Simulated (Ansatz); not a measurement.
## H6OSeSi2: structure from calculated spectroscopic constants

These gas-phase data were calculated for one isomer of H6OSeSi2 at B3LYP-D3(BJ)/def2-SVP (harmonic, unscaled wavenumbers; equilibrium rotational constants with average atomic masses):

```
rotational constants            : 4.979, 1.17, 0.9795 GHz
all wavenumbers above 1500 cm⁻¹ : 2407, 2261, 2253, 2245, 2235, 2230
dipole moment                   : 0.52 D (PBE0/def2-TZVPD)
```

Candidates:

(1) `O[SiH2][Se][SiH3]`, a singlet
(2) `[SiH3]O[SiH2][SeH]`, a singlet

**Question.** Assign the data to one candidate and say why.

**Answer.** Candidate (2). No mode falls between 3300 and 4000 cm⁻¹, where the O–H stretch of (1) would stand.

The same quantities for all candidates:

```
     rotational constants (GHz)         wavenumbers above 1500 cm⁻¹  dipole (D)  E above the lowest, B3LYP-D3(BJ)/def2-SVP (kcal/mol)
(1)          3.872, 1.605, 1.29  3867, 2282, 2248, 2233, 2217, 2208        1.53                                                  10.2
(2)         4.979, 1.17, 0.9795  2407, 2261, 2253, 2245, 2235, 2230        0.52                                                   0.0
```

Harmonic stretches to hydrogen usually lie a few per cent above observed fundamentals. Each candidate is one conformer. Programs: Ansatz 0.2.0.
